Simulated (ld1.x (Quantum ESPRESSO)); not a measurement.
# Varying the TM potential for Sr

Base potential:

Sr (Z = 38), norm-conserving Troullier–Martins (Kleinman–Bylander form), made with ld1.x (Quantum ESPRESSO) 7.5 (LDA (PZ), scalar-relativistic). Core [Kr], reference 4d0 5s2 5p0. Waves: 5s (bound): rc 3.45 bohr; 5p (bound, empty): rc 4.20 bohr; 4d (bound, empty): rc 3.55 bohr. Local part: all-electron potential smoothed inside 2.75 bohr (lloc = -1). Core correction: a·sin(br)/r model core, default radius (core density twice the valence density).

Cutoffs, loose and tight: the cutoffs (Ry, on a coarse ladder) from which the occupation-weighted sum of valence levels, in a spherical-Bessel basis at the reference potential, stays within 10 and 1 mRy of its value at 400 Ry. They do not see the model core or the augmentation charge, which bear on the density cutoff. Test errors are all-electron minus pseudo excitation energies from the reference, over the configurations 4d0 5s1 5p0; 4d0 5s1.5 5p0; 4d0 5s1 5p1; 4d1 5s1 5p0; 4d0 5s0 5p1; 4d0 5s0 5p2; 4d0.5 5s1.5 5p0 (two spin-polarised tests are not counted in the largest error). A dash means not determined; rows that change the core or the reference have their own tests. The largest error is taken over the tests solved by every variant that gives reliable tests at all: 4d0 5s0 5p1; 4d0 5s0 5p2; 4d0 5s1 5p1; 4d0 5s1.5 5p0; 4d0.5 5s1.5 5p0; 4d1 5s1 5p0.

For the base: The cutoffs count occupied waves only; the empty 4d level needs 10 Ry at the loose tolerance.

A true bound ghost makes a file unfit for plane-wave use even where its test errors are small: the radial tests pick states by their node count and pass the ghost by. Where a test does run into it, the solver fails or the error is huge.

The default core radius of the base comes out at 2.68 bohr.

On the changes marked as counting shells twice: ld1.x takes every shell without a wave as core, so the model core holds the marked electrons as well and exchange and correlation see them twice. This cancels in the reference configuration, but the file is broken for other ones, and its errors say nothing about a proper core correction.

```tsv
change	outcome	cutoff, loose	cutoff, tight	bound ghosts	largest test error (meV)
base	generated	6 Ry	8 Ry	s	-17
fully relativistic	generated	6 Ry	8 Ry	s	-17
core [Ar] 3d10, valence charge 10; reference 4s2 4p6 4d0 5s0.5 5p0; waves now 4s (bound): rc 1.35 bohr; 4p (bound): rc 1.85 bohr; 4d (bound): rc 2.50 bohr; local potential all-electron potential smoothed inside 1.25 bohr (lloc = -1); core correction a·sin(br)/r model core inside 1.10 bohr (5s counted twice)	generated, misses its reference levels by 1.27 eV	70 Ry	120 Ry	none	-1074 over the solved tests; 2 of 9 tests not solved or not reliable
core correction none	generated	6 Ry	8 Ry	s	+163
local potential all-electron potential smoothed inside 3.60 bohr (lloc = -1)	generated	6 Ry	8 Ry	none	-24
wave 4d (bound): rc 3.55 bohr becomes 4d (bound): rc 2.78 bohr	generated	6 Ry	8 Ry	s	-21
local potential all-electron potential smoothed inside 2.38 bohr (lloc = -1)	generated	6 Ry	8 Ry	s	+126
wave 5s (bound): rc 3.45 bohr becomes 5s (bound): rc 3.54 bohr	generated	6 Ry	8 Ry	s	-17
reference 4d0 5s1.75 5p0.25	generated	6 Ry	8 Ry	s	-14 over the solved tests; 1 of 9 tests not solved or not reliable
functional PBE	generated	6 Ry	8 Ry	s	+19
all radii but the core radius scaled by about 1.14 (s 3.94, p 4.80, d 4.06 bohr); local potential all-electron potential smoothed inside 3.14 bohr (lloc = -1)	generated	6 Ry	8 Ry	none	-26
wave 5p (bound): rc 4.20 bohr becomes 5p (bound): rc 6.32 bohr	generated	6 Ry	8 Ry	s	+55
```
